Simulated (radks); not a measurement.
Species: Zr9+. Configuration: [Ar] 3d10 4s2 4p1.

Calculated with a radial shooting solver on a logarithmic mesh with Libxc functionals: Dirac Kohn-Sham, PBE, spin-unpolarised, spherical densities, finite nucleus; open shells fill j = l - 1/2 first; Fermi nuclear charge, rms radius 4.2694 fm.

Energy parts (hartree):
| part | energy |
|---|---|
| total | -3574.88816 |
| kinetic | 3695.31156 |
| electron-nucleus | -8450.61705 |
| Hartree | 1289.75365 |
| exchange-correlation | -109.33633 |

Orbitals (lengths in bohr, moments of r in powers of bohr):
orbital  occ.  eigenvalue (hartree)      <r>  <1/r>      <r^4>
1s1/2       2             -660.6198  0.03706  41.26  8.870e-06
2s1/2       2             -96.44536   0.1622  9.345   0.001669
2p1/2       2             -88.79116   0.1386  9.319   0.001118
2p3/2       4             -85.63222   0.1430  8.916   0.001239
3s1/2       2             -20.44131   0.4563  3.174    0.08835
3p1/2       2             -17.58579   0.4523  3.072    0.09283
3p3/2       4             -17.07758   0.4625  2.976     0.1010
3d3/2       4             -12.04442   0.4444  2.781     0.1092
3d5/2       6             -11.95057   0.4477  2.757     0.1122
4s1/2       2              -6.86111    1.093  1.259      2.564
4p1/2       1              -5.97547    1.153  1.178      3.264
4p3/2       0              -5.87883    1.171  1.155      3.465

The highest occupied level is 4p1/2 at -162.60 eV. The electron density at the nucleus is 7.481e+04 e/bohr^3. The density falls to 0.001 e/bohr^3 at r = 2.29 bohr. Summed over all electrons, <r^2> = 8.740 bohr^2, which gives a Langevin (diamagnetic) susceptibility term of -6.92 x 10^-6 cm^3/mol. For comparison, the ionisation energy in NIST's Atomic Spectra Database is 172.02 eV (semi-empirical). In exact Kohn-Sham theory the highest level is minus the ionisation energy, but local and semilocal functionals leave it too shallow, through self-interaction and a potential that decays too fast; potentials with the right tail come closer.

Beside tabulated values, note that spin-unpolarised runs miss the spin-polarisation part of the exchange energy of open shells.
